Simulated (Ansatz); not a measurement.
Computed with Ansatz on PBE0-D4/def2-TZVP structures; ΔE is electronic, products minus reactants. CBS: MP2 limit from def2 TZ/QZ plus the TZ coupled-cluster correction, frozen cores. This one scheme is used for every species. Functionals use def2-TZVPP. B3LYP here is the variant with VWN-RPA as its local correlation; programs differ in this. Elements past krypton have def2 core potentials. For Bi outer-core shells are correlated without core-valence functions, which leaves a few kJ/mol of doubt a bond.

Consider the ligand exchange at a Bi–Cl bond: `[CH3][Bi]([Cl])[Cl]` + H–F → `[CH3][Bi]([F])[Cl]` + HCl.

`[CH3][Bi]([Cl])[Cl]`:

Cartesian coordinates in Å:
```
C -0.340 0.122 -0.891
Bi 1.170 0.502 0.707
Cl 1.429 -1.874 1.216
Cl -0.529 1.072 2.367
H -0.792 1.070 -1.185
H 0.154 -0.348 -1.742
H -1.092 -0.544 -0.472
```

H–F:

Cartesian coordinates in Å:
```
F -0.187 0.081 0.412
H 0.187 -0.081 -0.412
```

`[CH3][Bi]([F])[Cl]`:

Cartesian coordinates in Å:
```
C 0.488 0.559 0.573
Bi -0.010 -1.418 -0.318
F -1.949 -1.244 0.199
Cl -0.197 -0.514 -2.574
H 1.437 0.913 0.168
H -0.317 1.237 0.294
H 0.548 0.467 1.658
```

HCl:

Cartesian coordinates in Å:
```
Cl 0.543 -0.290 -0.173
H -0.543 0.290 0.173
```

```tsv
level	ΔE (kJ/mol)	difference from CCSD(T)/CBS
PBE-D4	36.9	-6.6
revPBE-D4	37.5	-6.0
BLYP-D4	32.0	-11.5
PBE0-D4	45.4	1.9
r2SCANh-D4	38.9	-4.6
PBE-QIDH	48.2	4.7
PBE	33.1	-10.4
revPBE	31.9	-11.6
B3LYP	32.4	-11.1
r2SCAN0	43.0	-0.5
BHLYP	38.8	-4.7
CAM-B3LYP	28.3	-15.2
MP2/def2-SVP	38.6	-4.9
SCS-MP2/def2-TZVPP	43.9	0.4
SCS-MP2/def2-QZVPP	43.4	-0.1
HF/CBS(def2)	40.4	-3.1
CCSD(T)/CBS	43.5	0
```

Q: What do rigid-rotor, harmonic-oscillator terms from PBE0-D4/def2-TZVP frequencies (298.15 K, 1 bar) make of the CCSD(T)/CBS value? (Best estimate.)

A: Ansatz gave: ΔZPE = -5.4 kJ/mol, ΔH = +37.4 kJ/mol, ΔS = 3 J/(mol·K), ΔG = +36.4 kJ/mol.

Largest T1 diagnostic among the species: 0.014.

From r2SCAN to r2SCAN0 (25 % exact exchange), in def2-TZVPP and without D4, ΔE moves by +8.8 kJ/mol. At CCSD(T), def2-SVP lies −6.7 kJ/mol from the extrapolated value and def2-TZVPP −0.7 kJ/mol. Leaving LDA and LC-ωPBE aside and taking each functional with its dispersion term where it has one, the values, not all of them listed here, spread over 19.1 kJ/mol, from B97M-V to PBE-QIDH. LDA lies +4.6 kJ/mol from PBE without D4.
